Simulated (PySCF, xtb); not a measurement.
Si(CCH)2(Cl)2 (C4H2Cl2Si), SMILES C#C[Si](Cl)(Cl)C#C.

Harmonic wavenumbers (cm⁻¹) from GFN2-xTB (xtb 6.7.1) at its own minimum, in rising order: 74, 81, 96, 133, 142, 264, 267, 303, 304, 406, 513, 658, 679, 682, 687, 692, 728, 2209, 2211, 3359, 3360.

Problem. What does PBE0-D3(BJ)/def2-SVP (PySCF) give at its own minimum? (An estimate is asked for; the answer gives what the named calculation found.)

Solution. 88, 101, 115, 158, 180, 312, 312, 369, 385, 462, 628, 681, 724, 757, 757, 757, 758, 2176, 2177, 3473, 3473. Paired by order, the mean absolute difference is 54 cm⁻¹ and the zero-point energies are 25.5 and 26.9 kcal/mol.
